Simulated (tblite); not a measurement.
A geometry optimisation, step by step.

Species: C5H2NO (doublet state).
Bonds: N1–C2 (triple), C2–C3, C3–C4 (aromatic), C4–C5 (aromatic), C5–C6 (aromatic), C6–O7 (aromatic), C3–O7 (aromatic). Hydrogens: H8 on C4; H9 on C5.
Bond orders are those of one Lewis drawing.

Computed with GFN2-xTB (tblite), gas phase: L-BFGS steps from a force-field or distance-geometry start until the largest atomic force falls under 0.01 eV/Å. 11 of its 24 geometries are shown.

Step 0: E = -504.4079 eV, largest atomic force 3.180 eV/Å
```
atom  x, y, z in Å  |  force x, y, z in eV/Å
N1      3.201   -0.157   -0.238   -3.134   0.467   0.269
C2      2.043    0.011   -0.129    2.741  -0.581  -0.236
C3      0.654    0.166    0.019    0.056   0.530  -0.005
C4     -0.402   -0.689   -0.214    0.160  -0.049   0.139
C5     -1.578    0.030    0.108   -0.400   0.737   0.172
C6     -1.177    1.292    0.485    2.281  -1.426  -0.595
O7      0.189    1.382    0.433   -1.772   0.015   0.178
H8     -0.321   -1.716   -0.539   -0.148   0.305   0.074
H9     -2.596   -0.314    0.049    0.216   0.002   0.004
```

Step 2: E = -504.5509 eV, largest atomic force 1.030 eV/Å
```
atom  x, y, z in Å  |  force x, y, z in eV/Å
N1      3.185   -0.154   -0.237   -1.019   0.132   0.069
C2      2.046    0.006   -0.128    0.683  -0.128  -0.017
C3      0.659    0.176    0.018   -0.049  -0.057  -0.111
C4     -0.398   -0.688   -0.210   -0.012   0.298   0.203
C5     -1.586    0.043    0.110    0.128  -0.607  -0.271
C6     -1.131    1.262    0.473   -0.316   0.011   0.038
O7      0.156    1.383    0.437    0.683   0.177   0.039
H8     -0.324   -1.710   -0.538   -0.093   0.149   0.033
H9     -2.592   -0.313    0.050   -0.005   0.024   0.018
```

Step 5: E = -504.5684 eV, largest atomic force 0.161 eV/Å
```
atom  x, y, z in Å  |  force x, y, z in eV/Å
N1      3.172   -0.152   -0.237    0.083  -0.031  -0.026
C2      2.041    0.004   -0.125   -0.158   0.001   0.031
C3      0.659    0.180    0.015    0.018   0.039  -0.001
C4     -0.394   -0.684   -0.204    0.026  -0.009   0.019
C5     -1.582    0.030    0.103    0.030   0.005  -0.019
C6     -1.130    1.256    0.472   -0.034  -0.001   0.014
O7      0.168    1.386    0.438    0.025   0.014  -0.005
H8     -0.329   -1.701   -0.536   -0.015   0.003  -0.006
H9     -2.592   -0.314    0.050    0.027  -0.021  -0.006
```

Step 7: E = -504.5687 eV, largest atomic force 0.039 eV/Å
```
atom  x, y, z in Å  |  force x, y, z in eV/Å
N1      3.170   -0.153   -0.238   -0.032  -0.020  -0.011
C2      2.039    0.003   -0.124    0.037  -0.008   0.005
C3      0.659    0.181    0.015   -0.001   0.011   0.007
C4     -0.392   -0.684   -0.203   -0.005  -0.004   0.003
C5     -1.581    0.030    0.102    0.012   0.017  -0.001
C6     -1.130    1.256    0.472   -0.019   0.015   0.013
O7      0.169    1.387    0.438   -0.019   0.022  -0.001
H8     -0.330   -1.700   -0.536    0.001  -0.011  -0.007
H9     -2.591   -0.315    0.050    0.027  -0.022  -0.008
```

Step 9: E = -504.5690 eV, largest atomic force 0.059 eV/Å
```
atom  x, y, z in Å  |  force x, y, z in eV/Å
N1      3.169   -0.156   -0.240   -0.041  -0.022  -0.004
C2      2.038    0.003   -0.123    0.058   0.007  -0.005
C3      0.658    0.184    0.016    0.006   0.000   0.012
C4     -0.391   -0.684   -0.202   -0.016   0.008  -0.009
C5     -1.579    0.031    0.101   -0.003   0.007   0.011
C6     -1.131    1.257    0.473    0.002  -0.006  -0.007
O7      0.168    1.389    0.438   -0.013   0.006   0.001
H8     -0.330   -1.700   -0.537    0.010   0.020   0.008
H9     -2.587   -0.317    0.049   -0.003  -0.021  -0.008
```

Step 12: E = -504.5693 eV, largest atomic force 0.071 eV/Å
```
atom  x, y, z in Å  |  force x, y, z in eV/Å
N1      3.167   -0.164   -0.243    0.057  -0.026  -0.007
C2      2.038    0.004   -0.121   -0.069   0.017  -0.002
C3      0.659    0.187    0.018    0.006   0.011   0.001
C4     -0.390   -0.681   -0.201    0.020   0.017   0.001
C5     -1.579    0.032    0.101   -0.019  -0.022   0.000
C6     -1.133    1.258    0.474   -0.005   0.001  -0.012
O7      0.165    1.393    0.438    0.018  -0.012   0.011
H8     -0.329   -1.698   -0.536    0.014   0.017   0.009
H9     -2.584   -0.324    0.046   -0.023  -0.001   0.000
```

Step 14: E = -504.5695 eV, largest atomic force 0.026 eV/Å
```
atom  x, y, z in Å  |  force x, y, z in eV/Å
N1      3.165   -0.171   -0.246    0.014  -0.009   0.000
C2      2.038    0.005   -0.121   -0.024  -0.005  -0.010
C3      0.659    0.189    0.020    0.000   0.014  -0.007
C4     -0.389   -0.679   -0.201    0.015  -0.004   0.006
C5     -1.579    0.031    0.101   -0.004  -0.011  -0.005
C6     -1.135    1.258    0.474   -0.010   0.004  -0.006
O7      0.164    1.394    0.439   -0.002   0.002   0.017
H8     -0.327   -1.695   -0.535    0.019  -0.007  -0.001
H9     -2.583   -0.328    0.045   -0.008   0.017   0.005
```

Step 16: E = -504.5696 eV, largest atomic force 0.040 eV/Å
```
atom  x, y, z in Å  |  force x, y, z in eV/Å
N1      3.165   -0.174   -0.247   -0.039   0.001   0.004
C2      2.038    0.005   -0.122    0.037  -0.012  -0.009
C3      0.659    0.191    0.020   -0.003   0.003  -0.001
C4     -0.388   -0.678   -0.201   -0.006  -0.015   0.000
C5     -1.579    0.030    0.101    0.006   0.004  -0.002
C6     -1.136    1.258    0.473   -0.004  -0.001   0.003
O7      0.163    1.395    0.440   -0.019   0.010   0.005
H8     -0.325   -1.694   -0.535    0.020  -0.007  -0.002
H9     -2.584   -0.329    0.045    0.009   0.016   0.003
```

Step 18: E = -504.5697 eV, largest atomic force 0.028 eV/Å
```
atom  x, y, z in Å  |  force x, y, z in eV/Å
N1      3.164   -0.178   -0.248   -0.028   0.000   0.000
C2      2.038    0.005   -0.123    0.018   0.002   0.003
C3      0.659    0.194    0.020   -0.004  -0.007   0.006
C4     -0.387   -0.677   -0.200   -0.009  -0.005  -0.006
C5     -1.579    0.030    0.101    0.003   0.004   0.001
C6     -1.137    1.258    0.472    0.004  -0.004   0.010
O7      0.162    1.396    0.442   -0.006   0.002  -0.013
H8     -0.322   -1.693   -0.535    0.014   0.002   0.000
H9     -2.584   -0.328    0.044    0.007   0.007   0.000
```

Step 21: E = -504.5697 eV, largest atomic force 0.023 eV/Å
```
atom  x, y, z in Å  |  force x, y, z in eV/Å
N1      3.162   -0.181   -0.249    0.015  -0.002  -0.004
C2      2.037    0.005   -0.122   -0.022   0.004   0.007
C3      0.659    0.195    0.021   -0.001   0.001  -0.002
C4     -0.387   -0.677   -0.200    0.004   0.004   0.000
C5     -1.579    0.030    0.101   -0.004  -0.002   0.000
C6     -1.138    1.258    0.473    0.002   0.000   0.004
O7      0.160    1.397    0.442    0.009  -0.002  -0.004
H8     -0.318   -1.693   -0.534    0.004  -0.001   0.000
H9     -2.583   -0.328    0.044   -0.008  -0.001  -0.001
```

Step 23: E = -504.5697 eV, largest atomic force 0.004 eV/Å
```
atom  x, y, z in Å  |  force x, y, z in eV/Å
N1      3.162   -0.182   -0.249    0.002   0.001  -0.001
C2      2.037    0.005   -0.122    0.001  -0.002   0.002
C3      0.659    0.195    0.021    0.000   0.002  -0.003
C4     -0.387   -0.677   -0.200    0.000   0.000   0.001
C5     -1.579    0.030    0.101   -0.001   0.000   0.000
C6     -1.138    1.258    0.473    0.000   0.000   0.001
O7      0.160    1.397    0.442    0.001   0.001   0.001
H8     -0.317   -1.693   -0.534    0.001  -0.001   0.000
H9     -2.584   -0.328    0.044   -0.002  -0.001  -0.001
```

**Question.** Summarise the path.

**Answer.** The energy falls by 15.61 kJ/mol from step 0 to step 23; nine tenths of that is first reached at step 3. It rises by more than 0.2 meV at step 1. The largest force goes from 3.180 to 0.004 eV/Å. Among the bonds C6–O7 changes most, from 1.370 to 1.306 Å; the atoms move by 0.031 Å rms after alignment.

The cost below is that of the whole relaxation. The run took under 0.1 s wall on Arm Neoverse V2, one thread, shared host.
